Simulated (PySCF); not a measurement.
**Spinor energies of Re⁴⁰⁺ (rhenium, charge +40)**

Start: [Ar] 3d10 4s2 4p5; 4p1/2 filled at m_j = +1/2; 4p3/2 filled at m_j = -3/2, -1/2, +1/2, +3/2. Calculated with PySCF 2.14 in an even-tempered Gaussian basis (16 s from 4.8 bohr⁻², ratio 2.8; 14 p from 6.2 bohr⁻², ratio 2.8; 8 d from 11 bohr⁻², ratio 2.8; 4 f from 30 bohr⁻², ratio 3): generalised Hartree-Fock with the X2C-1e Hamiltonian and a Gaussian nucleus; one run each with spin-orbit coupling (SO) screened by Boettger's factors, then bare. This is a chosen level, not necessarily the ground level.

| spinor shell | electrons | ε, screened SO (eV) | ε, bare SO (eV) | weight of nominal j (bare SO) | rms radius, bare SO (bohr) |
| --- | --- | --- | --- | --- | --- |
| 1s1/2 | 2 | -73899.1 | -73897.7 | 1.000 | 0.0204 |
| 2s1/2 | 2 | -14477.7 | -14477.3 | 1.000 | 0.0823 |
| 2p1/2 | 2 | -13913.2 | -13947.1 | 1.000 | 0.0698 |
| 2p3/2 | 4 | -12467.6 | -12456.7 | 1.000 | 0.0775 |
| 3s1/2 | 2 | -4762.9 | -4762.8 | 1.000 | 0.208 |
| 3p1/2 | 2 | -4513.7 | -4521.3 | 1.000 | 0.199 |
| 3p3/2 | 4 | -4185.3 | -4182.9 | 1.000 | 0.214 |
| 3d3/2 | 4 | -3781.4 | -3788.2 | 1.000 | 0.187 |
| 3d5/2 | 6 | -3710.7 | -3706.4 | 1.000 | 0.191 |
| 4s1/2 | 2 | -2170.8 | -2170.8 | 1.000 | 0.439 |
| 4p1/2 | 1 | -2069.6 | -2072.0 | 1.000 | 0.433 |
| 4p3/2 | 4 | -1962.6 | -1961.8 | 1.000 | 0.457 |

```tsv
quantity	screened SO	bare SO
E (hartree)	-15691.89491	-15693.14512
M_J	1/2	1/2
⟨J²⟩	0.751	0.751
⟨L²⟩	2.071	2.076
⟨S²⟩	0.818	0.823
```

Each row is a mean over spinors that exchange with the open shell spreads, by up to 7.007 eV (3p1/2).

Breit and QED terms are absent; they matter most for the inner s and p1/2 levels.

Densities and radii are taken from the X2C orbitals without a picture-change correction, which distorts them close to the nucleus.
